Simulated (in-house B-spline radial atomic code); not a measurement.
RPA and G0W0 on SCAN: S⁺

Configuration [Ne] 3s2 3p3, highest spin, mean-field start SCAN. Computed with a B-spline radial code for spherical atoms: all electrons, non-relativistic, point nucleus, each spin shell either full or empty, empty states to l = 9 with an (l + 1/2)⁻⁴ tail; G0W0 by contour deformation at full frequency.

Command:
```bash
python run_gw.py task.json out
```
Settings (radii: box in bohr, nucleus in fm):
```
Z                        16
electrons                15
configuration            [Ne] 3s2 3p3
hamiltonian              nr
method                   scan,scan
lmax                     9
spin_polarised           True
box_radius               23.78
intervals                50
```

Time taken, with all properties: 1.9 s on 1 thread of Arm Neoverse N1, on a shared host.

Energies (hartree):

```csv
term,value
mean-field total,-397.77448
Hartree-Fock functional on these orbitals,-397.16833
direct second order,-0.99547
second-order exchange,0.36469
SOSEX correction,0.32616
```

Question: What is the RPA correlation energy, and what remains with SOSEX?

Answer: RPA gives -0.85915 hartree (-1.56 eV per electron); RPA + SOSEX gives -0.53299, and the second-order doubles -0.63078 hartree (no singles). SOSEX takes back 38 % of the RPA value.

Quasi-particle levels (eV):

```
  level  occupied  mean field  Σx - vxc     Σc  QP weight     G0W0
  3p up       yes     -18.476     -4.88      ?          ?        ?
3s down       yes     -25.263     -3.65  -1.69      0.899   -30.61
3p down        no     -14.181      6.55  -2.90      0.908  -10.535
```

G0W0 = mean field + (Σx - vxc) + Σc, with Σc (partial-wave tail included) taken at the quasi-particle energy. Only the outer levels were computed. Levels of low weight are left out.

Question: Where does G0W0 put 3p up?

Answer: At -23.302 eV, with Σc = 0.05 eV and a quasi-particle weight of 0.904. The tabulated removal energy is 23.338 eV (NIST, measured); the calculation leaves out relativity, Breit and QED terms, and what these don't explain is the method's own error.
